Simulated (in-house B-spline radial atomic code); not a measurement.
Results of a calculation; reference values are marked as such.
## Ghost states of the separable form: Te

Te, [Kr] 4d10 5s2 5p4, non-relativistic PBE, spherical and spin-unpolarised, from an all-electron radial atomic-structure program (B-spline basis) (atomic units; all potentials screened as in the neutral atom).

Troullier-Martins channels: 5s (ε = -0.5129, r_c = 2.101 bohr), 5p (ε = -0.2212, r_c = 2.541 bohr). In the Kleinman-Bylander form one channel serves as the local potential, and each other channel l becomes |δV u><u δV|/<u|δV|u>, with δV = V_l − V_local and u the pseudo-orbital. Its strength is E_KB = <u|δV²|u>/<u|δV|u>. By the analysis of Gonze, Stumpf and Scheffler a spurious state lies below the reference level ε if E_KB > 0 and ε is above the second level of the local potential alone, or if E_KB < 0 and ε is above its first. The table's levels are those of angular momentum l in a sphere of 9 bohr, whose wall can lift a shallow ε a little above its free-atom value.

```json
{"local": "p", "channel": "s", "<u δV u>": "-0.033343", "<u δV² u>": "0.10743", "ε": "-0.5129", "first local level": "-0.5084", "second local level": "0.0164"}
{"local": "s", "channel": "p", "<u δV u>": "0.022821", "<u δV² u>": "0.051907", "ε": "-0.2210", "first local level": "-0.2518", "second local level": "0.0924"}
```

(1) Apply the rule to each row.

Diagonalising the separable Hamiltonian gives:

```tsv
local	channel	three lowest levels	all-electron, two lowest valence levels
p	s	-0.5129, -0.1931, 0.0393	-0.5129, 0.0249
s	p	-0.2210, 0.0993, 0.4373	-0.2210, 0.0995
```

(2) Which choices of local channel are safe?

Results:

(1) Local p, channel s: E_KB = -3.22, so ε = -0.5129 is set against -0.5084: no ghost. Local s, channel p: E_KB = +2.27, so ε = -0.2210 is set against 0.0924: no ghost.

(2) The rule finds no ghost below ε. Among the safe choices the second level, which tests transfer, is off by at most 0.2 millihartree (s local). With p local the s channel has a spurious state at -0.1931, above ε, where the rule doesn't look; that choice is unsafe too.
